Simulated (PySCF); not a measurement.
Manganese: highly charged ions in a basis for the neutral atom

Mn¹⁹⁺ [He] 2s2 2p2, Mn²⁰⁺ [He] 2s2 2p1. Computed with PySCF 2.14 in aug-cc-pVDZ-DK (7s6p4d2f, 59 functions), with scalar relativity by spin-free X2C-1e. No spin-orbit coupling, so a gap to NIST mixes the basis error with missing relativistic terms.

Changed run: basis of the neutral atom used for a highly charged ion. This setting is unsound on purpose.

```csv
species,method,sound run (hartree),changed run (hartree),converged
Mn¹⁹⁺,UHF,not run,-864.87271,yes
Mn¹⁹⁺,BP86,not run,-865.19292,yes
Mn¹⁹⁺,B3LYP,not run,-864.99138,yes
Mn²⁰⁺,UHF,not run,-808.35633,yes
Mn²⁰⁺,BP86,not run,-808.66631,yes
Mn²⁰⁺,B3LYP,not run,-808.44469,yes
```

Ionisation energy of Mn¹⁹⁺:

```tsv
method	changed run (eV)	NIST (eV)
UHF	1537.9	1537.2 ± 0.8
BP86	1538.2	1537.2 ± 0.8
B3LYP	1538.7	1537.2 ± 0.8
```

The contracted functions were made for the neutral atom and can be too rigid for a highly charged ion.
